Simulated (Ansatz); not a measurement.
Stepwise reaction of `C#C[Si](C)(F)F` with hydrogen chloride, as a gas-phase model of exchange steps in deposition or etching. ΔE in kJ/mol; ΔG adds harmonic PBE0-D4 terms to CCSD(T)/CBS, at 1 bar.

Isolated molecules relaxed with PBE0-D4/def2-TZVP in Ansatz; ΔE leaves out vibrations. CCSD(T)/CBS adds triple-zeta CCSD(T) − MP2 to the extrapolated MP2 energy (def2 sets, frozen cores). This one scheme is used for every species. DFT in def2-TZVPP. B3LYP here is the variant with VWN-RPA as its local correlation; programs differ in this.

| step | reaction | PBE-D4 | B3LYP-D4 | ωB97M-V | CCSD(T)/CBS | ΔG(600 K) |
| --- | --- | --- | --- | --- | --- | --- |
| 1 | `C#C[Si](C)(F)F` + HCl → `C#C[Si](C)(F)Cl` + H–F | 41.4 | 51.4 | 50.1 | 47.8 | 53.1 |

Problem. Give the row of step 2, `C#C[Si](C)(F)Cl` + HCl → `C#C[Si](C)(Cl)Cl` + H–F. (An estimate is asked.)

Solution. Computed: 
```csv
step,reaction,PBE-D4,B3LYP-D4,ωB97M-V,CCSD(T)/CBS,ΔG(600 K)
2,`C#C[Si](C)(F)Cl` + HCl → `C#C[Si](C)(Cl)Cl` + H–F,38.5,48.1,47.1,43.4,48.9
```

Problem. By hand: ΔE of the 2 steps together at CCSD(T)/CBS.

Solution. (47.8) + (43.4) = 91.2 kJ/mol, or 45.6 kJ/mol a step.

In ΔE the steps differ by no more than 4.4 kJ/mol. All are uphill at CCSD(T)/CBS. ΔG lies between 48.9 and 53.1 kJ/mol a step. PBE-D4 differs from CCSD(T)/CBS by -6.4 to -4.9 kJ/mol a step. Only this route is followed, and other bonds may react first. Isolated molecules leave out the surface, adducts and barriers. Largest T1 diagnostic: 0.012.
